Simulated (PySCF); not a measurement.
# Polarisability and C₆ of Si³⁺ (silicon, charge +3)

[Ne] 3s1, 2S determinant. Calculation: PySCF 2.14, in def2-TZVPPD (6s5p4d1f, 48 functions); the non-relativistic Hamiltonian (point nucleus). Coupled (time-dependent) response in atomic units; α is the mean over directions.

```json
{"method": "UHF", "mean α (bohr³)": "8.034", "C₆ (like pair)": "16.07", "S(−4)": "78.90"}
{"method": "PBE", "mean α (bohr³)": "7.204", "C₆ (like pair)": "13.63", "S(−4)": "64.48"}
{"method": "PBE0", "mean α (bohr³)": "7.457", "C₆ (like pair)": "14.35", "S(−4)": "68.86"}
{"method": "M06-2X", "mean α (bohr³)": "6.295", "C₆ (like pair)": "11.17", "S(−4)": "49.51"}
{"method": "M06-L", "mean α (bohr³)": "6.939", "C₆ (like pair)": "13.18", "S(−4)": "57.04"}
```

S(−4) is the Cauchy moment in α(ω) = α(0) + S(−4) ω² + …

α(iu) at UHF:

```csv
u (hartree),α(iu) (bohr³)
0,8.034
0.0500,7.841
0.100,7.317
0.200,5.786
0.300,4.314
0.500,2.435
0.750,1.380
1.00,0.9044
1.50,0.5104
2.00,0.3530
3.00,0.2224
5.00,0.1292
```

A single London oscillator, α(iu) = α/(1 + u²/ω²), gives C₆ = (3/4) ω α². Matching the computed C₆ needs ω = 4 × 16.07 / (3 × 8.034²) = 0.332 hartree.

For an ion, C₆ is the dispersion term alone; charge-induced terms of lower order in 1/R come first.
